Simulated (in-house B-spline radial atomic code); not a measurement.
Configurations of Cl⁴⁺, with energies counted from [Ne] 3s2 3p1. Method: scalar-relativistic (X2C) PBE0, spin-polarised, spherical fractional occupations, exact exchange averaged over the configuration, Fermi nucleus of rms radius 3.3654 fm. Calculated with a radial B-spline atomic code at the basis-set limit. Shells without spins written out take the highest spin.

Occupations are held fixed; configurations that lie above the ionisation limit could autoionise.

```json
{"configuration": "[Ne] 3s1 3p1 4s1", "E - E(ref) (eV)": "43.134", "highest orbital": "4s up", "its <r> (bohr)": "2.875"}
{"configuration": "[Ne] 3s2 4f1", "E - E(ref) (eV)": "45.467", "highest orbital": "4f up", "its <r> (bohr)": "3.4"}
{"configuration": "[Ne] 3s1 3p1 4d1", "E - E(ref) (eV)": "54.314", "highest orbital": "4d up", "its <r> (bohr)": "3.53"}
{"configuration": "[He] 2s2 2p5 3s2 3p1 3d1", "E - E(ref) (eV)": "226.23", "highest orbital": "3d up", "its <r> (bohr)": "1.458"}
{"configuration": "[He] 2s2 2p5 3s2 3p1 4s1", "E - E(ref) (eV)": "240.72", "highest orbital": "4s up", "its <r> (bohr)": "2.797"}
```

Question: Order these further configurations by energy, lowest first.
A. [Ne] 3s1 3p1 3d1
B. [Ne] 3s2 4d1
C. [Ne] 3s2 4s1
D. [Ne] 3s1 3p1 4f1
E. [He] 2s2 2p5 3s2 3p2

Answer: A (30.852 eV), C (31.48 eV), B (42.55 eV), D (57.202 eV), E (204.48 eV).

Question: How far above the reference does [Ne] 3s2 3d1 lie?

Answer: 20.565 eV; its least bound orbital is 3d up with <r> = 1.612 bohr.
